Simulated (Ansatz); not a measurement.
CH6GeOSi, SMILES [SiH2]1[GeH2][CH2]O1.

The structure is a stationary point at TPSSh-D3(BJ)/def2-SVP. The structure was generated by enumeration, and PubChem lists no compound with its InChIKey, so it may never have been made.

Two levels are set side by side: PBE/def2-SVPD (Ansatz, a first-principles code) and CAM-B3LYP/def2-SVPD (Ansatz). Energy differences of separate SCF runs at the same geometry; the states with an electron removed or added have multiplicity 2 and 2. Differences are taken from unrounded values.

| quantity | PBE |
|---|---|
| vertical ionisation energy (eV) | 9.43 |
| vertical singlet–triplet gap (eV) | 4.95 |

Question: These are the PBE values. What does CAM-B3LYP give? (An estimate is asked for; the answer gives what the named calculation found.)

Answer: 
```csv
quantity,CAM-B3LYP,PBE minus CAM-B3LYP
vertical ionisation energy (eV),9.72,-0.29
vertical singlet–triplet gap (eV),5.43,-0.49
```
